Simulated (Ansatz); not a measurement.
`O[C@@H]1S[Si@H]1F` and `O[C@@H]1S[Si@@H]1O` differ in one atom or group (the configuration at a centre changes too).

Ansatz, PBE0-D4/def2-TZVP geometries, multiplicity 1. Each molecule was computed in one conformer, which needn't be the lowest.

```csv
property,`O[C@@H]1S[Si@H]1F`
HOMO–LUMO gap (PBE/def2-TZVPP) / eV,5.18
LUMO energy (PBE0/def2-TZVPP) / eV,-0.18
HOMO energy (PBE0/def2-TZVPP) / eV,-7.55
LUMO energy (PBE/def2-TZVPP) / eV,-1.15
HOMO energy (ωB97M-V/def2-TZVPP) / eV,-9.72
HOMO–LUMO gap (B3LYP/def2-TZVPP) / eV,6.85
```

(1) Give the same properties after the change, and the shifts. (Best estimate.)

## Answers

(1) The calculation gave: 
| property | `O[C@@H]1S[Si@@H]1O` | shift |
| --- | --- | --- |
| HOMO–LUMO gap (PBE/def2-TZVPP) / eV | 5.11 | -0.07 |
| LUMO energy (PBE0/def2-TZVPP) / eV | 0.01 | 0.19 |
| HOMO energy (PBE0/def2-TZVPP) / eV | -7.24 | 0.31 |
| LUMO energy (PBE/def2-TZVPP) / eV | -0.91 | 0.24 |
| HOMO energy (ωB97M-V/def2-TZVPP) / eV | -9.41 | 0.31 |
| HOMO–LUMO gap (B3LYP/def2-TZVPP) / eV | 6.72 | -0.13 |

With PBE0 the HOMO rises by 0.31 eV and the LUMO rises by 0.19 eV, so the gap narrows by about 0.12 eV. PBE moves the HOMO by 0.30 eV and ωB97M-V by 0.31 eV.

B3LYP here is the variant with VWN-RPA as its local correlation; programs differ in this.
